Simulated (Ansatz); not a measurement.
Program: Ansatz. Geometries: PBE0-D4/def2-TZVP. ΔE: electronic, gas phase. CCSD(T)/CBS adds triple-zeta CCSD(T) − MP2 to the extrapolated MP2 energy (def2 sets, frozen cores). Functionals use def2-TZVPP. Each species was taken in one conformer, which may not be the lowest.

Consider the formal exchange of groups at a C–C bond: `O=CC1(O)CC1` + `CN[SiH3]` → `CN[SiH2]C=O` + `OC1CC1`.

```json
{"level": "ωB97M-V", "ΔE (kcal/mol)": "8.4"}
{"level": "MP2/def2-TZVPP", "ΔE (kcal/mol)": "9.9"}
{"level": "SCS-MP2/def2-TZVPP", "ΔE (kcal/mol)": "8.7"}
{"level": "CCSD/def2-TZVPP", "ΔE (kcal/mol)": "8.1"}
```

(1) What does CCSD(T)/CBS give? (Estimate.)

Largest T1 diagnostic among the species: 0.013.

Results:

(1) Computed: +8.2 kcal/mol. The listed levels differ from it by 0.2, 1.7, 0.5, -0.1 kcal/mol.

In def2-TZVPP, CCSD(T) changes the Hartree–Fock value by +1.1 kcal/mol (the triples alone add +0.6 kcal/mol) and MP2 by +2.3 kcal/mol.
